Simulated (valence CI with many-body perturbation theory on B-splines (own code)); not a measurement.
**Gd⁴¹⁺: E2, M1 decay**

Level of theory: valence CI with perturbative core correlation (CI+MBPT): five valence electrons over a frozen Dirac-Fock core [Ar], a basis of 7 s, 7 p, 8 d, 6 f, 4 g, 1 h functions for each j, with the one-electron correlation potential Σ1, the two-electron term Σ2, the three-electron term Σ3, Breit, model QED; selected CI, second order for the rest, scaled by the run's own slope (own B-spline code, finite nucleus).

No measured spectrum was set against this ion. As an estimate, large intervals hold to a few tenths of a per cent, small ones and those within an open d or f shell to about a per cent. Among the levels kept, up to 250 cm⁻¹ of a level comes from second order outside the variational space, and about a tenth of that is noise between levels of different J, which matters for small intervals. Only levels of the ground parity were solved; by the run's estimate the other parity begins above the list, which can be wrong where configurations are misplaced.

Lines 51 to 100 of 120 in falling wavelength, among levels below 1263400 cm⁻¹, chosen from the decays that carry over 1 % of a level's rate. Wavelengths and rates use the calculated energies. Electric multipoles are in the length gauge, E1 and E2 with the static RPA response of the core. S is in atomic units (e²a₀⁴ for E2 and M2, e²a₀⁶ for E3), for M1 in squared Bohr magnetons. Weak lines are less certain than strong ones. Lines between different terms over intervals too small for the method are left out, as are lines whose strength nearly cancels.

Levels are named by their leading jj configuration (3d3/2^4 stands for four electrons in 3d with j = 3/2), which in mixed levels can hold well under half, so a name can repeat and another be missing. Letters in brackets count levels of one name in rising energy.

| λ vac (nm) | Upper | Lower | Type | A (s⁻¹) | S (a.u.) |
| --- | --- | --- | --- | --- | --- |
| 36.33 | (3d3/2 3d5/2^4) J=5/2 [a] | (3d3/2^2 3d5/2^3) J=7/2 [a] | M1 | 2.57e+05 | 2.74e+00 |
| 35.83 | (3d3/2^2 3d5/2^3) J=5/2 [d] | (3d3/2^2 3d5/2^3) J=5/2 [b] | M1 | 7.47e+04 | 7.64e-01 |
| 35.57 | (3d3/2^2 3d5/2^3) J=3/2 [c] | (3d3/2^2 3d5/2^3) J=3/2 [a] | M1 | 1.23e+04 | 8.24e-02 |
| 35.56 | (3d3/2^2 3d5/2^3) J=5/2 [c] | (3d3/2^3 3d5/2^2) J=7/2 [b] | M1 | 1.75e+05 | 1.75e+00 |
| 35.53 | (3d3/2^2 3d5/2^3) J=13/2 | (3d3/2^3 3d5/2^2) J=11/2 | M1 | 5.75e+04 | 1.34e+00 |
| 35.32 | (3d3/2^2 3d5/2^3) J=5/2 [a] | (3d3/2^3 3d5/2^2) J=5/2 [a] | M1 | 7.42e+05 | 7.28e+00 |
| 35.19 | (3d3/2^2 3d5/2^3) J=1/2 [a] | (3d3/2^3 3d5/2^2) J=3/2 [a] | M1 | 3.18e+05 | 1.03e+00 |
| 34.91 | (3d3/2^3 3d5/2^2) J=7/2 [a] | (3d3/2^4 3d5/2) J=5/2 | M1 | 1.67e+05 | 2.11e+00 |
| 34.40 | (3d3/2^2 3d5/2^3) J=3/2 [c] | (3d3/2^2 3d5/2^3) J=1/2 [a] | M1 | 1.57e+04 | 9.50e-02 |
| 34.38 | (3d3/2^2 3d5/2^3) J=5/2 [d] | (3d3/2^2 3d5/2^3) J=3/2 [a] | M1 | 1.38e+04 | 1.24e-01 |
| 34.04 | (3d3/2^2 3d5/2^3) J=3/2 [a] | (3d3/2^3 3d5/2^2) J=3/2 [a] | M1 | 3.96e+05 | 2.31e+00 |
| 33.83 | (3d3/2^3 3d5/2^2) J=3/2 [a] | (3d3/2^4 3d5/2) J=5/2 | M1 | 4.72e+05 | 2.71e+00 |
| 33.59 | (3d3/2 3d5/2^4) J=3/2 [a] | (3d3/2^2 3d5/2^3) J=5/2 [b] | M1 | 1.61e+05 | 9.05e-01 |
| 32.73 | (3d3/2^2 3d5/2^3) J=5/2 [b] | (3d3/2^3 3d5/2^2) J=3/2 [a] | M1 | 6.26e+04 | 4.88e-01 |
| 32.65 | (3d3/2^2 3d5/2^3) J=7/2 [b] | (3d3/2^3 3d5/2^2) J=5/2 [b] | M1 | 7.95e+03 | 8.21e-02 |
| 32.53 | (3d3/2 3d5/2^4) J=11/2 | (3d3/2^2 3d5/2^3) J=13/2 | M1 | 1.15e+05 | 1.76e+00 |
| 32.45 | (3d3/2^2 3d5/2^3) J=9/2 [b] | (3d3/2^3 3d5/2^2) J=9/2 | M1 | 3.34e+05 | 4.23e+00 |
| 32.31 | (3d3/2 3d5/2^4) J=3/2 [a] | (3d3/2^2 3d5/2^3) J=3/2 [a] | M1 | 4.78e+05 | 2.39e+00 |
| 31.78 | (3d3/2^2 3d5/2^3) J=5/2 [b] | (3d3/2^3 3d5/2^2) J=7/2 [a] | M1 | 1.41e+05 | 1.00e+00 |
| 31.71 | (3d3/2 3d5/2^4) J=7/2 [a] | (3d3/2^2 3d5/2^3) J=9/2 [a] | M1 | 3.45e+05 | 3.26e+00 |
| 31.55 | (3d3/2^2 3d5/2^3) J=3/2 [b] | (3d3/2^3 3d5/2^2) J=1/2 | M1 | 4.34e+04 | 2.02e-01 |
| 31.49 | (3d3/2^2 3d5/2^3) J=5/2 [c] | (3d3/2^3 3d5/2^2) J=5/2 [b] | M1 | 8.83e+03 | 6.14e-02 |
| 31.34 | (3d3/2 3d5/2^4) J=3/2 [a] | (3d3/2^2 3d5/2^3) J=1/2 [a] | M1 | 3.70e+05 | 1.69e+00 |
| 30.84 | (3d3/2^2 3d5/2^3) J=7/2 [c] | (3d3/2^3 3d5/2^2) J=7/2 [b] | M1 | 1.32e+05 | 1.15e+00 |
| 30.81 | (3d3/2^2 3d5/2^3) J=7/2 [b] | (3d3/2^3 3d5/2^2) J=9/2 | M1 | 9.18e+04 | 7.96e-01 |
| 30.73 | (3d3/2 3d5/2^4) J=5/2 [a] | (3d3/2^2 3d5/2^3) J=5/2 [a] | M1 | 9.39e+05 | 6.06e+00 |
| 30.45 | (3d3/2 3d5/2^4) J=11/2 | (3d3/2^2 3d5/2^3) J=9/2 [a] | M1 | 1.36e+05 | 1.71e+00 |
| 30.44 | (3d3/2^3 3d5/2^2) J=9/2 | (3d3/2^4 3d5/2) J=5/2 | E2 | 1.37e+01 | 3.19e-04 |
| 30.21 | (3d3/2^2 3d5/2^3) J=3/2 [b] | (3d3/2^3 3d5/2^2) J=5/2 [b] | M1 | 8.30e+04 | 3.39e-01 |
| 30.01 | (3d3/2^2 3d5/2^3) J=7/2 [a] | (3d3/2^3 3d5/2^2) J=5/2 [a] | M1 | 9.59e+04 | 7.68e-01 |
| 29.81 | (3d3/2 3d5/2^4) J=7/2 [a] | (3d3/2^2 3d5/2^3) J=7/2 [a] | M1 | 2.89e+05 | 2.27e+00 |
| 29.46 | (3d3/2^2 3d5/2^3) J=9/2 [b] | (3d3/2^3 3d5/2^2) J=11/2 | M1 | 1.21e+05 | 1.14e+00 |
| 29.21 | (3d3/2 3d5/2^4) J=11/2 | (3d3/2^2 3d5/2^3) J=11/2 | M1 | 4.76e+05 | 5.28e+00 |
| 29.20 | (3d3/2^2 3d5/2^3) J=5/2 [d] | (3d3/2^2 3d5/2^3) J=7/2 [a] | M1 | 1.49e+04 | 8.25e-02 |
| 28.82 | (3d3/2^3 3d5/2^2) J=5/2 [b] | (3d3/2^4 3d5/2) J=5/2 | M1 | 3.73e+03 | 1.99e-02 |
| 28.71 | (3d3/2^2 3d5/2^3) J=1/2 [b] | (3d3/2^3 3d5/2^2) J=1/2 | M1 | 1.73e+05 | 3.04e-01 |
| 28.54 | (3d3/2^2 3d5/2^3) J=9/2 [b] | (3d3/2^3 3d5/2^2) J=7/2 [a] | M1 | 9.29e+04 | 8.01e-01 |
| 27.73 | (3d3/2^2 3d5/2^3) J=7/2 [c] | (3d3/2^3 3d5/2^2) J=5/2 [b] | M1 | 6.71e+04 | 4.24e-01 |
| 27.27 | (3d3/2^2 3d5/2^3) J=7/2 [b] | (3d3/2^3 3d5/2^2) J=7/2 [a] | M1 | 7.71e+03 | 4.63e-02 |
| 27.11 | (3d3/2^2 3d5/2^3) J=5/2 [c] | (3d3/2^3 3d5/2^2) J=3/2 [a] | M1 | 1.01e+05 | 4.46e-01 |
| 26.45 | (3d3/2^2 3d5/2^3) J=5/2 [c] | (3d3/2^3 3d5/2^2) J=7/2 [a] | M1 | 2.23e+05 | 9.20e-01 |
| 26.39 | (3d3/2^2 3d5/2^3) J=7/2 [c] | (3d3/2^3 3d5/2^2) J=9/2 | M1 | 1.38e+05 | 7.53e-01 |
| 26.29 | (3d3/2^2 3d5/2^3) J=9/2 [c] | (3d3/2^3 3d5/2^2) J=7/2 [b] | M1 | 1.44e+05 | 9.69e-01 |
| 26.15 | (3d3/2^2 3d5/2^3) J=3/2 [b] | (3d3/2^3 3d5/2^2) J=3/2 [a] | M1 | 7.67e+04 | 2.04e-01 |
| 26.12 | (3d3/2^2 3d5/2^3) J=3/2 [c] | (3d3/2^2 3d5/2^3) J=5/2 [a] | M1 | 1.05e+04 | 2.78e-02 |
| 26.09 | (3d3/2^3 3d5/2^2) J=7/2 [b] | (3d3/2^4 3d5/2) J=5/2 | M1 | 1.73e+04 | 9.10e-02 |
| 25.98 | (3d3/2^2 3d5/2^3) J=3/2 [a] | (3d3/2^3 3d5/2^2) J=5/2 [a] | M1 | 2.83e+05 | 7.37e-01 |
| 25.93 | (3d3/2 3d5/2^4) J=7/2 [a] | (3d3/2^2 3d5/2^3) J=5/2 [a] | M1 | 4.35e+04 | 2.25e-01 |
| 25.47 | (3d3/2^2 3d5/2^3) J=5/2 [d] | (3d3/2^2 3d5/2^3) J=5/2 [a] | M1 | 9.52e+04 | 3.50e-01 |
| 25.11 | (3d3/2^2 3d5/2^3) J=3/2 [c] | (3d3/2^3 3d5/2^2) J=3/2 [b] | M1 | 7.80e+04 | 1.83e-01 |
